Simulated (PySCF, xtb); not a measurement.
W(O)(S)(OH)(NH2) (H₃NO₂SW), SMILES [OH][W]([NH2])(=[O])=[S], multiplicity 1.

GFN2-xTB (xtb 6.7.1) at its own geometry gives an orbital gap of 2.76 eV and a dipole moment of 8.00 D.

Coordinates come from a B3LYP-D3(BJ)/def2-SVP optimisation. The spin state was assumed, not searched. The structure was generated by enumeration; whether it is a known compound was not checked. The def2 effective core potentials stand for the cores of W; spin–orbit coupling is left out. Other conformers were not sampled.

Problem. What does PySCF with PBE/def2-TZVP give? (An estimate is asked for; the answer gives what the named calculation found.)

Solution. gap 3.26 eV (levels -6.28 and -3.01 eV), dipole 3.85 D.
